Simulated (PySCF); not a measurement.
PySCF input file for Ti(Cl)3(SH) (Cl3HSTi), SMILES [SH][Ti]([Cl])([Cl])[Cl], multiplicity 1, TDDFT-ωB97X/def2-SVPD. Coordinates come from a B3LYP-D3(BJ)/def2-SVP optimisation. The multiplicity is an assumed one; no other spin state was optimised. The structure was generated by enumeration; whether it is a known compound was not checked. The values are those of a single conformer.

```python
import numpy as np
from pyscf import gto, scf, dft, tdscf

mol = gto.M(
    atom='''
    Ti   -0.05804279    0.00792121   -0.00000001
    Cl   -0.30872192    1.24489815   -1.77560587
    Cl   -0.30872275    1.24489825    1.77560566
    Cl   -1.36931963   -1.71592322   -0.00000027
    S     2.03107398   -0.85792046    0.00000050
    H     2.55475075    0.39661660    0.00000058
    ''',
    basis='def2-SVPD',
    charge=0,
    spin=0,
    symmetry=True,
    max_memory=1600,
    verbose=4,
)
mf = dft.RKS(mol, xc='wb97x').density_fit(auxbasis='def2-universal-jkfit')
mf.grids.level = 3
mf.conv_tol = 1e-9
mf.max_cycle = 100
mf.kernel()
mf.grids = dft.Grids(mol).set(level=1).build(with_non0tab=True)  # coarser grid for the response kernel
td = tdscf.TDDFT(mf)
td.singlet = True
td.nstates = 10
td.conv_tol = 1e-4
td.positive_eig_threshold = 1e-6
td.kernel(x0=td.get_init_guess(mf, 15))
td.analyze()
tt = tdscf.TDA(mf)
tt.singlet = False
tt.nstates = 4
tt.conv_tol = 1e-4
tt.positive_eig_threshold = 1e-6
tt.kernel(x0=tt.get_init_guess(mf, 9))
tt.analyze(verbose=3)
```

Log of the run:

```
PySCF version 2.14.0

[INPUT] verbose = 4
[INPUT] num. atoms = 6
[INPUT] num. electrons = 90
[INPUT] charge = 0
[INPUT] spin (= nelec alpha-beta = 2S) = 0
[INPUT] symmetry True subgroup None
[INPUT] Mole.unit = angstrom
[INPUT] Symbol           X                Y                Z      unit          X                Y                Z       unit  Magmom
[INPUT]  1 Ti    -0.058042790000   0.007921210000  -0.000000010000 AA   -0.109684976606   0.014968917475  -0.000000018897 Bohr   0.0
[INPUT]  2 Cl    -0.308721920000   1.244898150000  -1.775605870000 AA   -0.583399877450   2.352516556478  -3.355408799470 Bohr   0.0
[INPUT]  3 Cl    -0.308722750000   1.244898250000   1.775605660000 AA   -0.583401445923   2.352516745450   3.355408402628 Bohr   0.0
[INPUT]  4 Cl    -1.369319630000  -1.715923220000  -0.000000270000 AA   -2.587639077691  -3.242624936582  -0.000000510226 Bohr   0.0
[INPUT]  5 S      2.031073980000  -0.857920460000   0.000000500000 AA    3.838173560930  -1.621234706061   0.000000944863 Bohr   0.0
[INPUT]  6 H      2.554750750000   0.396616600000   0.000000580000 AA    4.827779234027   0.749496750456   0.000001096041 Bohr   0.0

nuclear repulsion = 621.762069805868
point group symmetry = Cs
symmetry origin: [-1.04984786e-09 -1.67975650e-09  4.19939147e-09]
symmetry axis x: [1.00000000e+00 1.41579768e-08 1.45469390e-07]
symmetry axis y: [ 1.41579732e-08 -1.00000000e+00  2.46723399e-08]
symmetry axis z: [-1.45469390e-07  2.46723381e-08  1.00000000e+00]
num. orbitals of irrep A' = 94
num. orbitals of irrep A" = 56
number of shells = 60
number of NR pGTOs = 266
number of NR cGTOs = 150
basis = def2-SVPD
ecp = {}


******** <class 'pyscf.df.df_jk.DFSymAdaptedRKS'> ********
method = DFSymAdaptedRKS
initial guess = minao
damping factor = 0
level_shift factor = 0
DIIS = <class 'pyscf.scf.diis.CDIIS'>
diis_start_cycle = 1
diis_space = 8
diis_damp = 0
SCF conv_tol = 1e-09
SCF conv_tol_grad = None
SCF max_cycles = 100
direct_scf = False
XC library pyscf.dft.libxc version 7.1.2
    S. Lehtola, C. Steigemann, M. J. T. Oliveira, and M. A. L. Marques,  SoftwareX 7, 1–5 (2018)
XC functionals = wb97x
    J.-D. Chai and M. Head-Gordon,  J. Chem. Phys. 128, 084106 (2008)
radial grids:
    Treutler-Ahlrichs [JCP 102, 346 (1995); DOI:10.1063/1.469408] (M4) radial grids

becke partition: Becke, JCP 88, 2547 (1988); DOI:10.1063/1.454033
pruning grids: <function nwchem_prune>
grids dens level: 3
symmetrized grids: True
atomic radii adjust function: <function treutler_atomic_radii_adjust>
small_rho_cutoff = 0
Freeze 0 electrons in irreps []
    90 free electrons in irreps A' A"
Set gradient conv threshold to 3.16228e-05
Initial guess from minao.
tot grids = 106232
******** <class 'pyscf.df.df.DF'> ********
auxbasis = def2-universal-jkfit
Create RSH-DF object <pyscf.df.df.DF object> for omega=0.3
******** <class 'pyscf.df.df.DF'> ********
auxbasis = auxmol.basis = def2-universal-jkfit
init E= -2628.4485166345
HOMO (A") = -0.359961748641995  LUMO (A') = -0.0958681047081198  gap/eV = 7.18635
cycle= 1 E= -2628.12362535265  delta_E= 0.325  |g|= 0.895  |ddm|= 2.87
HOMO (A") = -0.420897123041263  LUMO (A') = -0.392391478193454  gap/eV = 0.77568
cycle= 2 E= -2621.54269558038  delta_E= 6.58  |g|= 6.35  |ddm|= 4.01
HOMO (A") = -0.394468187611199  LUMO (A') = -0.203642438228462  gap/eV = 5.19263
cycle= 3 E= -2628.23821043442  delta_E= -6.7  |g|= 0.948  |ddm|= 2.59
HOMO (A") = -0.393633298112786  LUMO (A') = -0.103203041214051  gap/eV = 7.90301
cycle= 4 E= -2628.43016667269  delta_E= -0.192  |g|= 0.197  |ddm|= 0.578
HOMO (A") = -0.3970593347996  LUMO (A') = -0.0760576737346601  gap/eV = 8.73490
cycle= 5 E= -2628.43986463088  delta_E= -0.0097  |g|= 0.041  |ddm|= 0.201
HOMO (A") = -0.392784461224442  LUMO (A') = -0.0700126429374506  gap/eV = 8.78307
cycle= 6 E= -2628.44036392144  delta_E= -0.000499  |g|= 0.00787  |ddm|= 0.0623
HOMO (A") = -0.393394241887007  LUMO (A') = -0.0708413551597911  gap/eV = 8.77711
cycle= 7 E= -2628.44039867557  delta_E= -3.48e-05  |g|= 0.00341  |ddm|= 0.0128
HOMO (A") = -0.39349413817009  LUMO (A') = -0.0708823334876625  gap/eV = 8.77871
cycle= 8 E= -2628.44040792042  delta_E= -9.24e-06  |g|= 0.00104  |ddm|= 0.00696
HOMO (A") = -0.393542221270396  LUMO (A') = -0.0708037097239651  gap/eV = 8.78216
cycle= 9 E= -2628.44040982793  delta_E= -1.91e-06  |g|= 0.000461  |ddm|= 0.00353
HOMO (A") = -0.393576627683761  LUMO (A') = -0.0707478104825423  gap/eV = 8.78462
cycle= 10 E= -2628.44041024844  delta_E= -4.21e-07  |g|= 0.000337  |ddm|= 0.00194
HOMO (A") = -0.393581725701921  LUMO (A') = -0.0707868662936062  gap/eV = 8.78370
cycle= 11 E= -2628.44041033773  delta_E= -8.93e-08  |g|= 6.06e-05  |ddm|= 0.000949
HOMO (A") = -0.393572334374672  LUMO (A') = -0.070781634367751  gap/eV = 8.78358
cycle= 12 E= -2628.44041034604  delta_E= -8.31e-09  |g|= 2.4e-05  |ddm|= 0.000283
HOMO (A") = -0.393575071003755  LUMO (A') = -0.0707857385135928  gap/eV = 8.78355
cycle= 13 E= -2628.44041034698  delta_E= -9.35e-10  |g|= 1.12e-05  |ddm|= 8.66e-05
HOMO (A") = -0.393572943329659  LUMO (A') = -0.0707857355590074  gap/eV = 8.78349
Extra cycle  E= -2628.44041034711  delta_E= -1.36e-10  |g|= 6.16e-06  |ddm|= 2.79e-05
converged SCF energy = -2628.44041034711
tot grids = 35192
Overwritten attributes  positive_eig_threshold  of <class 'pyscf.tdscf.rks.TDDFT'>


******** <class 'pyscf.tdscf.rks.TDDFT'> for <class 'pyscf.df.df_jk.DFSymAdaptedRKS'> ********
nstates = 10 singlet
deg_eia_thresh = 1.000e-03
wfnsym = None
conv_tol = 0.0001
eigh lindep = 1e-12
eigh level_shift = 0
eigh max_cycle = 100


Excitation energies (eV)
[3.18632217 3.59527226 3.90402381 4.02068179 4.16763475 4.21061766
 4.24581428 4.49703024 4.64361268 4.95750575]

** Singlet excitation energies and oscillator strengths **
Excited State   1:  ???      3.18632 eV    389.11 nm  f=0.0017
      45 -> 46       -0.69268
Excited State   2:  ???      3.59527 eV    344.85 nm  f=0.0226
      43 -> 49       -0.12923
      45 -> 47        0.67359
Excited State   3:  ???      3.90402 eV    317.58 nm  f=0.0031
      45 -> 48       -0.35732
      45 -> 49       -0.59139
Excited State   4:  ???      4.02068 eV    308.37 nm  f=0.0000
      43 -> 47        0.11312
      45 -> 48        0.59055
      45 -> 49       -0.34671
Excited State   5:  ???      4.16763 eV    297.49 nm  f=0.0022
      40 -> 46       -0.15358
      42 -> 46       -0.20515
      43 -> 46       -0.61827
Excited State   6:  ???      4.21062 eV    294.46 nm  f=0.0009
      40 -> 47        0.14457
      42 -> 47        0.20932
      43 -> 47        0.60834
      43 -> 50       -0.14320
      45 -> 49        0.11494
Excited State   7:  ???      4.24581 eV    292.02 nm  f=0.0117
      43 -> 49        0.18834
      45 -> 50        0.66111
Excited State   8:  ???      4.49703 eV    275.70 nm  f=0.0059
      41 -> 46        0.13057
      42 -> 47        0.11356
      44 -> 46       -0.67195
Excited State   9:  ???      4.64361 eV    267.00 nm  f=0.0042
      41 -> 47        0.10396
      42 -> 46       -0.20298
      44 -> 47        0.65153
Excited State  10:  ???      4.95751 eV    250.09 nm  f=0.0163
      41 -> 47        0.14400
      42 -> 46        0.59171
      43 -> 46       -0.18929
      43 -> 48       -0.11881
      44 -> 47        0.18757

** Transition electric dipole moments (AU) **
state          X           Y           Z        Dip. S.      Osc.
  1         0.0000     -0.0000     -0.1470      0.0216      0.0017
  2        -0.4047      0.3045      0.0000      0.2565      0.0226
  3         0.0000     -0.0000     -0.1811      0.0328      0.0031
  4        -0.0000     -0.0000     -0.0127      0.0002      0.0000
  5        -0.0851      0.1191      0.0000      0.0214      0.0022
  6        -0.0000      0.0000     -0.0919      0.0084      0.0009
  7         0.3121     -0.1233     -0.0000      0.1126      0.0117
  8        -0.0000     -0.0000     -0.2311      0.0534      0.0059
  9         0.0146     -0.1910     -0.0000      0.0367      0.0042
 10        -0.3048     -0.2027      0.0000      0.1340      0.0163

** Transition velocity dipole moments (imaginary part, AU) **
state          X           Y           Z        Dip. S.      Osc.
  1        -0.0000     -0.0000     -0.0173      0.0003      0.0017
  2        -0.0524      0.0388      0.0000      0.0042      0.0214
  3        -0.0000      0.0000     -0.0220      0.0005      0.0022
  4        -0.0000      0.0000     -0.0027      0.0000      0.0000
  5        -0.0136      0.0161     -0.0000      0.0004      0.0019
  6         0.0000      0.0000     -0.0083      0.0001      0.0003
  7         0.0476     -0.0199     -0.0000      0.0027      0.0114
  8        -0.0000      0.0000     -0.0374      0.0014      0.0056
  9         0.0023     -0.0318     -0.0000      0.0010      0.0040
 10        -0.0539     -0.0365      0.0000      0.0042      0.0155

** Transition magnetic dipole moments (imaginary part, AU) **
state          X           Y           Z
  1        -0.1757      0.0551      0.0000
  2         0.0000      0.0000     -0.1320
  3        -0.2681     -0.9315     -0.0000
  4        -0.1170     -0.1038     -0.0000
  5        -0.0000     -0.0000     -1.6165
  6        -0.6100     -1.6430     -0.0000
  7        -0.0000     -0.0000     -0.0300
  8         0.1211      0.3010     -0.0000
  9         0.0000     -0.0000     -0.2963
 10         0.0001     -0.0001      0.1675
Overwritten attributes  positive_eig_threshold  of <class 'pyscf.tdscf.rks.TDA'>


******** <class 'pyscf.tdscf.rks.TDA'> for <class 'pyscf.df.df_jk.DFSymAdaptedRKS'> ********
nstates = 4 triplet
deg_eia_thresh = 1.000e-03
wfnsym = None
conv_tol = 0.0001
eigh lindep = 1e-12
eigh level_shift = 0
eigh max_cycle = 100


Excitation energies (eV)
[2.97061708 3.08763228 3.63614073 3.83118791]

** Triplet excitation energies and oscillator strengths **
Excited State   1:   A'      2.97062 eV    417.37 nm  f=0.0000
Excited State   2:   A"      3.08763 eV    401.55 nm  f=0.0000
Excited State   3:  ???      3.63614 eV    340.98 nm  f=0.0000
Excited State   4:   A'      3.83119 eV    323.62 nm  f=0.0000
```

The run converged.
